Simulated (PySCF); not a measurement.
## TDDFT excited states: C3H5BO2

C₃H₅BO₂.
SMILES: `C#CB(O)OC`

Theory: PySCF 2.14.0, density-fitted response routines, TDDFT CAM-B3LYP/def2-SVPD, vertical, gas phase, core orbitals frozen in the response. One conformer (not necessarily the lowest) at the PBE0-D3(BJ)/def2-SVP geometry, without solvent, vibrations or thermal averaging. Torsions of this conformer, `[CH:1]#[C:2][B:3]([OH:4])[O:5][CH3:6]`: C2–B3–O5–C6 0°, H–O4–B3–C2 180°.

```
state  E (eV)  E (hartree)       f  |μ| (D)     main configurations (H = HOMO, L = LUMO)
   S1    5.63       0.2069  0.0000     0.01                                    H→L (96%)
   S2    6.23       0.2291   0.029     1.10         H-1→L (63%), H→L+3 (20%), H→L+2 (9%)
   S3    6.69       0.2460  0.0001     0.04                 H-1→L+3 (58%), H-1→L+2 (23%)
   S4    7.75       0.2849   0.080     1.65                                  H-2→L (88%)
   S5    7.90       0.2902   0.029     0.99    H-2→L+1 (40%), H-1→L+1 (34%), H-3→L (13%)
   S6    7.93       0.2914  0.0069     0.48                                  H-3→L (81%)
   S7    7.96       0.2924   0.087     1.69        H→L+1 (67%), H→L+2 (11%), H→L+4 (10%)
   S8    8.02       0.2949   0.012     0.62                 H-2→L+1 (43%), H-1→L+1 (34%)
   S9    8.56       0.3147   0.011     0.59        H→L+3 (27%), H→L+2 (20%), H→L+4 (20%)
  S10    8.59       0.3156   0.025     0.88  H-1→L+3 (29%), H-1→L+2 (22%), H-1→L+4 (20%)
```

Triplets, Tamm–Dancoff:

```json
{"state": "T1", "E (eV)": "4.79", "λ (nm)": "259.1", "main configurations (H = HOMO, L = LUMO)": "H-1→L (80%)"}
{"state": "T2", "E (eV)": "5.17", "λ (nm)": "239.7", "main configurations (H = HOMO, L = LUMO)": "H→L (86%)"}
{"state": "T3", "E (eV)": "5.55", "λ (nm)": "223.2", "main configurations (H = HOMO, L = LUMO)": "H→L+3 (53%), H→L+2 (20%), H-1→L (10%)"}
{"state": "T4", "E (eV)": "6.31", "λ (nm)": "196.5", "main configurations (H = HOMO, L = LUMO)": "H-1→L+3 (53%), H-1→L+2 (20%), H→L (9%)"}
```

The lowest singlet comes at 220 nm (543 kJ/mol) in the ultraviolet; it is dark (f under 0.0005); its leading configuration is HOMO→LUMO (96%). The most intense listed level is S7 at 7.96 eV (156 nm, f = 0.087), 2.33 eV above S1. Löwdin shares by element: HOMO carbon 87% or more, hydrogen 4% or more; LUMO carbon 54% or more, boron 20%, oxygen 10% or more (atoms not listed hold the other 17%). Of the 10 states listed, 7 reach f = 0.01 and 2 stay under 0.0005. Orbital energies (eV): HOMO-3 -10.97, HOMO-2 -10.26, HOMO-1 -9.70, HOMO -9.66, LUMO 0.57, LUMO+1 0.81, LUMO+2 1.58. The listed states span 2.96 eV, and the widest gap between neighbours is 1.06 eV (S3 to S4). No computed singlet lies in the visible range (380 to 750 nm); the lowest, at 220 nm, stands 2.37 eV above its violet end (3.26 eV). All these states lie below the vertical ionisation energy of 10.74 eV (ΔSCF). Only the lowest 10 singlets were computed, as vertical energies without vibronic structure.

Hardware: Arm Neoverse V1, one thread (shared host). Cost: 2.2 min.
